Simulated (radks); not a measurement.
All-electron atom: Pm+ in [Xe] 4f5 6p1 (not the ground configuration).

All-electron calculation, scalar-relativistic Kohn-Sham, BLYP, spin-polarised, spherical densities, finite nucleus; open shells are filled with parallel spins first (spin-orbit coupling, left out, can overturn this in heavy ions); Fermi nuclear charge, rms radius 4.962 fm. Program: a radial shooting solver on a logarithmic mesh with Libxc functionals.

Energy parts (hartree):
| part | energy |
|---|---|
| total | -10020.5808 |
| kinetic | 10687.1353 |
| electron-nucleus | -24349.0163 |
| Hartree | 3870.7155 |
| exchange-correlation | -229.4154 |

Orbitals (lengths in bohr, moments of r in powers of bohr):
| orbital | occ. | eigenvalue (hartree) | <r^4> | <r^2> |
|---|---|---|---|---|
| 1s up | 1 | -1654.813 | 1.417e-06 | 0.0007317 |
| 1s down | 1 | -1654.813 | 1.417e-06 | 0.0007317 |
| 2s up | 1 | -269.2512 | 0.0002295 | 0.01156 |
| 2s down | 1 | -269.2503 | 0.0002295 | 0.01156 |
| 2p up | 3 | -240.5057 | 0.0001695 | 0.009259 |
| 2p down | 3 | -240.5051 | 0.0001695 | 0.009259 |
| 3s up | 1 | -58.90394 | 0.009098 | 0.07760 |
| 3s down | 1 | -58.85164 | 0.009075 | 0.07751 |
| 3p up | 3 | -49.87667 | 0.009512 | 0.07767 |
| 3p down | 3 | -49.82465 | 0.009482 | 0.07756 |
| 3d up | 5 | -37.48919 | 0.007729 | 0.06573 |
| 3d down | 5 | -37.44888 | 0.007694 | 0.06559 |
| 4s up | 1 | -11.94952 | 0.2294 | 0.3970 |
| 4s down | 1 | -11.81053 | 0.2292 | 0.3968 |
| 4p up | 3 | -8.98790 | 0.3015 | 0.4487 |
| 4p down | 3 | -8.84893 | 0.3016 | 0.4486 |
| 4d up | 5 | -4.80460 | 0.4951 | 0.5505 |
| 4d down | 5 | -4.66647 | 0.4990 | 0.5516 |
| 4f up | 5 | -0.37133 | 6.844 | 1.443 |
| 4f down | 0 | -0.25438 | 12.21 | 1.775 |
| 5s up | 1 | -1.82451 | 7.913 | 2.309 |
| 5s down | 1 | -1.74268 | 8.377 | 2.370 |
| 5p up | 3 | -1.11016 | 15.91 | 3.196 |
| 5p down | 3 | -1.04778 | 17.26 | 3.321 |
| 6p up | 1 | -0.22230 | 1040 | 26.54 |

The highest occupied level is 6p up at -6.049 eV. The configuration is held as typed, so some empty levels lie below it. Summed over all electrons, <r^2> = 68.34 bohr^2, which gives a Langevin (diamagnetic) susceptibility term of -54.1 x 10^-6 cm^3/mol. The density falls to 0.001 e/bohr^3 at r = 4.73 bohr. The spin density at the nucleus is 0.223 e/bohr^3 (1s -0.034, 2s -0.399, 3s -7.784, 4s -0.085, 5s 8.525). Spin moment in Bohr magnetons: 6. The electron density at the nucleus is 5.14e+05 e/bohr^3 (large components only).
